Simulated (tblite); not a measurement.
C6H7FO.
Numbering: `[CH2:1]=[CH:2]/[C:3](=[CH:4]/[CH3:5])[C:6](=[O:7])[F:8]` (hydrogens: H9, H10 on C1; H11 on C2; H12 on C4; H13, H14, H15 on C5)

Computed with GFN2-xTB (tblite), gas phase: Langevin dynamics at 400 K from the optimised GFN2-xTB geometry, time step 0.5 fs, friction 0.01 fs⁻¹, 2000 steps. Over the second half of the run the saved frames average 456 K.

The optimised geometry, where the run starts:
```
atom  x, y, z in Å
C1     -1.169    2.192   -0.882
C2     -0.306    1.198   -1.049
C3      0.014    0.170   -0.059
C4      0.530   -1.014   -0.444
C5      0.893   -2.166    0.412
C6     -0.207    0.441    1.366
O7     -0.460   -0.307    2.251
F8     -0.039    1.765    1.674
H9     -1.364    2.897   -1.671
H10    -1.712    2.346    0.034
H11     0.191    1.073   -2.002
H12     0.704   -1.155   -1.505
H13     0.960   -1.897    1.462
H14     0.126   -2.935    0.314
H15     1.834   -2.600    0.078
```

t = 75 fs, T = 319 K, E(pot) 0.514 eV above the start
```
atom  x, y, z in Å  |  force x, y, z in eV/Å
C1     -1.345    2.162   -0.952   -0.077   0.035   0.486
C2     -0.527    1.155   -1.166    0.095  -1.101   0.704
C3     -0.125    0.244   -0.046   -0.217   1.110  -0.404
C4      0.356   -0.917   -0.435    0.770  -3.265   0.922
C5      0.820   -2.107    0.439    2.213   0.987  -0.602
C6     -0.306    0.493    1.413    0.115   1.208  -1.727
O7     -0.746   -0.222    2.224   -0.224  -0.720   0.911
F8      0.044    1.780    1.760    0.017  -0.177  -0.003
H9     -1.719    2.696   -1.778   -0.395   0.726  -0.447
H10    -1.650    2.423    0.052   -0.015   0.188  -0.270
H11    -0.291    0.805   -2.192    0.065   0.350   0.952
H12     0.417   -1.163   -1.468    0.074   0.120  -0.651
H13     1.385   -1.670    1.316   -0.971  -0.718  -0.598
H14     0.038   -2.798    0.733   -0.009   0.355   0.047
H15     1.633   -2.709   -0.131   -1.442   0.901   0.679
```

t = 150 fs, T = 306 K, E(pot) 0.436 eV above the start
```
atom  x, y, z in Å  |  force x, y, z in eV/Å
C1     -1.424    2.323   -0.633   -0.196  -0.190   0.396
C2     -0.740    1.261   -0.996    0.758  -1.256  -0.674
C3     -0.387    0.187   -0.071    0.912  -0.731  -0.539
C4      0.260   -0.976   -0.430   -1.744   1.779  -1.644
C5      0.631   -2.006    0.506    1.557  -1.276  -0.078
C6     -0.565    0.574    1.352    0.420  -1.044  -0.484
O7     -1.014   -0.005    2.272   -0.725  -0.848   0.530
F8      0.013    1.742    1.623    0.649   1.281  -0.018
H9     -1.679    3.087   -1.297   -0.252   0.881  -0.857
H10    -1.778    2.442    0.365   -0.190   0.130   0.344
H11    -0.396    1.075   -2.021   -0.228   0.310   0.330
H12     0.472   -1.245   -1.516   -0.373   0.879   1.343
H13     1.706   -1.765    0.710   -0.586  -0.632   0.312
H14     0.045   -1.958    1.406    0.021  -0.229   0.320
H15     0.600   -3.020    0.014   -0.024   0.946   0.720
```

t = 200 fs, T = 197 K, E(pot) 0.472 eV above the start
```
atom  x, y, z in Å  |  force x, y, z in eV/Å
C1     -1.590    2.200   -0.908    0.759  -0.266  -0.435
C2     -0.746    1.161   -1.094   -1.239   2.070   0.523
C3     -0.338    0.339   -0.001    0.281  -1.472   0.249
C4      0.141   -0.871   -0.341    1.171  -1.470   2.082
C5      0.511   -2.106    0.526   -0.509   1.638   0.648
C6     -0.563    0.611    1.417    0.422   0.545   0.366
O7     -1.096    0.005    2.271   -0.589  -0.756   0.096
F8      0.106    1.732    1.841    0.164   0.510  -0.392
H9     -2.023    2.738   -1.751    0.273  -0.126   0.383
H10    -1.788    2.592    0.089   -0.201  -0.323  -0.412
H11    -0.401    0.840   -2.053   -0.194  -0.025  -0.404
H12     0.409   -1.011   -1.346    0.097  -0.300  -1.176
H13     1.439   -2.603    0.266    0.194   0.477  -0.205
H14     0.492   -1.924    1.641    0.015   0.059  -1.289
H15    -0.258   -2.814    0.307   -0.645  -0.561  -0.032
```

t = 450 fs, T = 358 K, E(pot) 0.943 eV above the start
```
atom  x, y, z in Å  |  force x, y, z in eV/Å
C1     -1.232    2.254   -0.586   -0.669   0.145  -0.821
C2     -0.536    1.140   -0.805   -0.788  -0.330  -2.015
C3     -0.317    0.064    0.145   -1.384   1.129   1.121
C4      0.454   -0.978   -0.146    0.191   1.625  -0.372
C5      0.727   -2.075    0.757   -2.890  -0.293   1.217
C6     -1.095    0.085    1.485    1.064  -1.949  -0.502
O7     -1.871   -0.719    1.911    0.266   1.098  -0.839
F8     -0.476    0.887    2.371   -0.036   0.784   0.209
H9     -1.740    2.942   -1.331    1.330  -0.998   0.961
H10    -1.433    2.414    0.436   -0.541   0.708   0.861
H11    -0.317    0.851   -1.867    0.085   0.307   0.982
H12     0.944   -0.864   -1.106    0.227  -0.537   0.055
H13    -0.089   -2.781    0.460    0.560  -0.144   0.626
H14     1.627   -2.503    0.483    1.805  -0.908   0.284
H15     0.531   -1.794    1.860    0.780  -0.637  -1.766
```

t = 500 fs, T = 405 K, E(pot) 0.696 eV above the start
```
atom  x, y, z in Å  |  force x, y, z in eV/Å
C1     -1.452    2.389   -0.404    0.849  -1.297  -0.432
C2     -0.736    1.278   -0.726   -1.109   1.742   0.274
C3     -0.419    0.186    0.118    1.230  -2.203   1.230
C4      0.398   -0.900   -0.139   -1.237   0.862  -0.067
C5      0.591   -2.131    0.781    1.167   1.147  -2.646
C6     -1.005    0.093    1.459   -1.303  -0.240   1.287
O7     -1.740   -0.740    1.907    0.928   1.139  -0.455
F8     -0.578    1.108    2.340   -0.248  -0.549  -0.714
H9     -1.708    2.965   -1.258   -0.222   0.767  -0.116
H10    -1.761    2.741    0.560    0.008  -0.298   0.114
H11    -0.519    1.223   -1.771    0.402  -0.513  -0.370
H12     0.907   -0.742   -1.091    0.186  -0.882   0.227
H13    -0.078   -2.975    0.557    0.415   0.442  -0.292
H14     1.675   -2.386    0.630   -1.099  -0.225   0.430
H15     0.375   -1.803    1.748    0.032   0.108   1.530
```

t = 625 fs, T = 512 K, E(pot) 0.804 eV above the start
```
atom  x, y, z in Å  |  force x, y, z in eV/Å
C1     -1.710    2.506   -0.334   -1.649   2.880  -0.288
C2     -0.843    1.595   -0.746   -1.429   0.281   2.391
C3     -0.510    0.511    0.109    1.462  -2.458   0.949
C4      0.281   -0.483   -0.391   -0.320   0.373  -1.427
C5      0.797   -1.741    0.178   -1.690  -0.591   0.784
C6     -0.948    0.299    1.498   -0.740   0.216   0.675
O7     -1.423   -0.677    1.989    0.571   0.717  -0.350
F8     -0.830    1.433    2.325    0.034  -0.603  -0.625
H9     -1.964    3.362   -1.097    0.268  -1.544   1.680
H10    -2.236    2.625    0.725    1.394  -0.495  -2.463
H11    -0.419    1.453   -1.673    0.517   0.532  -1.858
H12     0.510   -0.383   -1.465    0.090   0.109   0.464
H13     1.508   -2.259   -0.432    0.038  -0.144  -0.633
H14     1.297   -1.534    1.096    0.177   0.020   0.952
H15    -0.101   -2.416    0.409    1.277   0.708  -0.249
```

t = 775 fs
```
atom  x, y, z in Å
C1     -2.131    2.275    0.169
C2     -1.050    1.640   -0.292
C3     -0.411    0.416    0.245
C4      0.315   -0.319   -0.663
C5      1.171   -1.570   -0.287
C6     -0.756   -0.006    1.620
O7     -0.745   -1.030    2.171
F8     -1.190    1.068    2.330
H9     -2.494    3.234   -0.186
H10    -2.753    1.873    0.999
H11    -0.511    2.002   -1.216
H12     0.520    0.101   -1.640
H13     2.098   -1.274    0.140
H14     0.533   -2.289    0.340
H15     1.394   -2.126   -1.197
```

**Question.** Estimate the potential energy and the forces of this last frame.

**Answer.** 0.520 eV above the start.

```json
{"atom": "C1", "Fx (eV/Å)": "-0.367", "Fy (eV/Å)": "-0.391", "Fz (eV/Å)": "0.602"}
{"atom": "C2", "Fx (eV/Å)": "0.409", "Fy (eV/Å)": "0.452", "Fz (eV/Å)": "-0.596"}
{"atom": "C3", "Fx (eV/Å)": "-0.292", "Fy (eV/Å)": "-0.508", "Fz (eV/Å)": "-1.537"}
{"atom": "C4", "Fx (eV/Å)": "1.055", "Fy (eV/Å)": "-0.699", "Fz (eV/Å)": "2.123"}
{"atom": "C5", "Fx (eV/Å)": "-2.860", "Fy (eV/Å)": "-0.135", "Fz (eV/Å)": "-0.720"}
{"atom": "C6", "Fx (eV/Å)": "0.164", "Fy (eV/Å)": "1.586", "Fz (eV/Å)": "-1.320"}
{"atom": "O7", "Fx (eV/Å)": "0.259", "Fy (eV/Å)": "-2.007", "Fz (eV/Å)": "0.570"}
{"atom": "F8", "Fx (eV/Å)": "0.029", "Fy (eV/Å)": "0.434", "Fz (eV/Å)": "0.484"}
{"atom": "H9", "Fx (eV/Å)": "0.250", "Fy (eV/Å)": "-0.414", "Fz (eV/Å)": "-0.293"}
{"atom": "H10", "Fx (eV/Å)": "0.700", "Fy (eV/Å)": "0.369", "Fz (eV/Å)": "-0.720"}
{"atom": "H11", "Fx (eV/Å)": "-0.698", "Fy (eV/Å)": "-0.102", "Fz (eV/Å)": "1.141"}
{"atom": "H12", "Fx (eV/Å)": "-0.211", "Fy (eV/Å)": "-0.121", "Fz (eV/Å)": "0.113"}
{"atom": "H13", "Fx (eV/Å)": "0.356", "Fy (eV/Å)": "0.135", "Fz (eV/Å)": "0.665"}
{"atom": "H14", "Fx (eV/Å)": "1.180", "Fy (eV/Å)": "1.264", "Fz (eV/Å)": "-0.426"}
{"atom": "H15", "Fx (eV/Å)": "0.025", "Fy (eV/Å)": "0.137", "Fz (eV/Å)": "-0.087"}
```

The bond farthest from its length at the start is C4–C5 (1.562 against 1.481 Å), and half the difference of its two atoms' forces along it is -1.64 eV/Å (positive lengthens). The largest atomic force is 2.95 eV/Å.

What follows is the cost of the whole dynamics run. The run took 32 s on AMD EPYC, one thread, shared host with 64 logical CPUs at a one-minute load of 55, and the process peaked at 0.19 GiB of memory.
